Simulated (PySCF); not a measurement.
C₃H₆Si (triplet state).
Structure used (PBE0-D3(BJ)/def2-SVP), in Å, numbered top down from 1:
```xyz
10
C3H6Si angstrom
C     -1.7086   -0.3198    0.1946
C     -1.1359    0.9072    0.1428
Si     0.6410    1.2192   -0.1604
C      1.8003   -0.2519   -0.4160
H     -2.7805   -0.4384    0.3833
H     -1.1351   -1.2418    0.0528
H     -1.7762    1.7852    0.2937
H      2.8448    0.0858   -0.4792
H      1.7150   -0.9488    0.4334
H      1.5529   -0.7874   -1.3463
```

The hyperfine couplings belong to this conformer and change with its torsions.

As a line formula: `C([Si]C)=C` [triplet].

Computed with UKS B3LYP, IGLO-III on C Si, pcH-1 on H, non-relativistic, mean-field spin-orbit, GIAO (PySCF). Isolated species at its PBE0-D3(BJ)/def2-SVP geometry (one conformer only). This triplet need not be the ground state; the singlet was not compared here. Stability of the SCF solution: not tested.

(1) Give the principal g shifts and their parts.

(2) How much does each term add to the isotropic shift?

(3) At 9.498 GHz, how far is the centre of the isotropic spectrum from where a free electron (g = 2.002319) resonates, zero-field splitting left aside?

(4) What effective moment and Curie constant follow for a powder at temperatures where kT is far above the zero-field splitting?

Results:

(1) 
| Δg (ppm) | 1 | 2 | 3 |
| --- | --- | --- | --- |
| relativistic mass correction | -138 | -138 | -138 |
| gauge correction | 30 | 20 | 51 |
| orbital Zeeman/spin–orbit | -1055 | 627 | 857 |
| total | -1163 | 509 | 770 |

So g = 2.00116, 2.00283, 2.00309 and g_iso = 2.00236; the tensor is close to axial: the two nearest values differ by 14 % of g3 − g1. Axes: g2 points within 3° of the C1–C2 bond.

(2) The orbital-Zeeman/spin–orbit term 143, the mass correction -138 and the gauge correction 34 ppm, for a total of 39 ppm. The mass correction is the same along every axis, so the anisotropy comes from the other two: their spans along these axes are 31 (gauge) and 1912 ppm (orbital Zeeman/spin–orbit).

(3) B = hν/(g μB) with μB/h = 13.99624 MHz/mT gives 338.91 mT for the free electron and 338.91 mT at g_iso, the same within 0.01 mT.

(4) With the mean of g² = 4.0094 and S(S+1) = 2.00: μ_eff = √(⟨g²⟩S(S+1)) = 2.832 μB and χT = 0.12505·⟨g²⟩·S(S+1) = 1.003 cm³ K/mol (cgs; spin-Hamiltonian part alone).

Largest spin populations (Mulliken): Si3 (+1.66), C1 (+0.37) and C2 (-0.11).

The HOMO–LUMO gaps are 4.36 eV among the α and 4.45 eV among the β orbitals.
